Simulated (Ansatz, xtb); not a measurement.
**A geometry optimisation of BH7SiSn with r2SCAN-D4/def2-SVP**

The starting geometry of this gas-phase singlet has its atoms placed at random.

```xyz
10

B     0.9970    0.8975    0.5985
Si   -0.2185    0.3875   -1.6117
Sn   -0.6448   -0.5628    0.3247
H    -1.7592    0.6459    0.3553
H    -0.3629   -1.6982   -0.5583
H     1.1945   -0.1716   -0.7086
H    -1.9913   -0.1615   -1.1141
H     1.9769    1.4165   -0.1107
H    -0.8601    1.3288    1.3123
H     0.9264    0.9906    2.2318
```

Guess where an optimisation with r2SCAN-D4/def2-SVP ends from this start.

It loosens into BH5SiSn + H2, which stay close as a complex. Distances that change by over a tenth: Si2–Sn3 (2.20 → 2.59 Å), Sn3–H5 (1.47 → 2.17 Å), Sn3–H6 (2.15 → 3.22 Å), Sn3–H9 (2.14 → 4.74 Å). Contacts that open: Si2–H6 (1.77 → 2.66 Å), Sn3–H4 (1.64 → 5.20 Å). Contacts that close: B1–Si2 (2.57 → 2.11 Å), B1–H6 (1.70 → 1.22 Å), B1–H10 (1.64 → 1.29 Å), Si2–H5 (2.34 → 1.61 Å), Si2–H7 (1.92 → 1.61 Å), Sn3–H10 (2.92 → 2.09 Å), H4–H9 (1.48 → 0.76 Å).

The energy falls by 12.01 eV over 58 steps:

```
step  E − E(last) (eV)
   1            12.009
   7             2.340
  14             0.867
  20             0.791
  26             0.717
  33             0.664
  39             0.018
  45             0.002
  52             0.000
  58             0.000
```

Final geometry (Å):

```xyz
10

B     1.1336    0.2938    0.1822
Si   -0.4838    0.0158   -1.1464
Sn   -0.0106   -1.7950    0.6448
H    -2.2661    2.8855    0.8824
H    -0.2840   -1.5419   -1.4939
H     2.0962    0.3171   -0.5609
H    -1.6061   -0.5407   -0.1405
H     0.8462    1.3015    0.7987
H    -1.7178    2.6225    0.4279
H     1.5503   -0.4861    1.1248
```

From the same start GFN2-xTB ends elsewhere, differing in B1–Si2 (3.18 against 2.11 Å here), B1–Sn3 (2.96 against 2.43 Å here), B1–H9 (1.22 against 3.69 Å here), Sn3–H4 (2.10 against 5.20 Å here), Sn3–H5 (2.56 against 2.17 Å here), Sn3–H7 (2.43 against 2.18 Å here).

From so rough a start the end depends on the optimiser's path, so another program may land elsewhere. No frequencies were run, so the end isn't proven a minimum. Atoms past krypton carry core potentials, without spin–orbit terms. Run with Ansatz 0.2.0, 75 s on 2 threads of Intel(R) Xeon(R) 6975P-C (Granite Rapids), with other jobs on the host.
